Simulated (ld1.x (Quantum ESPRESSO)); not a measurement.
What one change does to a pseudopotential (Be (Z = 4), TM)

ld1.x (Quantum ESPRESSO) 7.5 input, shortened:

```
&input
   title='Be', zed=4., rel=1, dft='PBE', iswitch=3,
   config='[He] 2s1.75 2p0 3d-2'
 /
 &inputp
   pseudotype=2, tm=.true., lloc=0,
   nlcc=.false.
 /
3
2P  2  1   0.00   0.00  3.65  3.65  0.0
3D  3  2  -2.00   0.20  3.05  3.05  0.0
2S  1  0   1.75   0.00  2.20  2.20  0.0
 &test
   configts(1)='2s1.75 2p0'
 /
```

Change: functional LDA (PZ).

Cutoffs: the cutoffs (Ry, on a coarse ladder) from which the occupation-weighted sum of valence levels, in a spherical-Bessel basis at the reference potential, stays within 10 and 1 mRy of its value at 400 Ry; they do not see the model core or the augmentation charge, which bear on the density cutoff. Errors are all-electron minus pseudo energies relative to the spin-unpolarised reference configuration.

Task: Predict the effect on cutoff, ghosts and configuration errors.

Result: The potential gets neither clearly harder nor softer (8 Ry and 18 Ry → 8 Ry and 18 Ry); the number of tests with a reliable result goes from 6 to 8; of the 6 tests that both files solve, the error grows in 2 and shrinks in 2 by more than 15 % and 0.3 meV (median size 3.7 → 6.9 meV); the range in which the d phases agree narrows (upper end at the end of the scan → 2.4); neither file shows a bound ghost.

| quantity | base | changed |
| --- | --- | --- |
| cutoff, loose | 8 Ry | 8 Ry |
| cutoff, tight | 18 Ry | 18 Ry |
| bound ghosts | none | none |
| error for 2s2 2p0, meV [ΔE -1.64 eV] | +0.3 | +0.6 |
| error for 2s1 2p0, meV [ΔE 7.91 → 7.89 eV] | +6.6 | +13 |
| error for 2s1.5 2p0, meV [ΔE 2.12 → 2.12 eV] | +0.4 | +0.9 |
| error for 2s0 2p2, meV [ΔE 5.61 → 5.44 eV] | -18 | -13 |
| error for 2s0 2p1, meV [ΔE 11.82 → 11.70 eV] | -87 | -69 |
| error for 2s1 2p1, meV [ΔE 1.98 → 1.88 eV] | -0.7 | +0.8 |
| s: phases at 3.94 bohr within 0.05 rad from the reference energy up to (Ry; the scan ends near 5) | 0.6 | 0.5 |
| p: phases at 3.94 bohr within 0.05 rad from the reference energy up to (Ry; the scan ends near 5) | 0.5 | 0.5 |
| d: phases at 3.94 bohr within 0.05 rad from the reference energy up to (Ry; the scan ends near 5) | to the end of the scan | 2.4 |
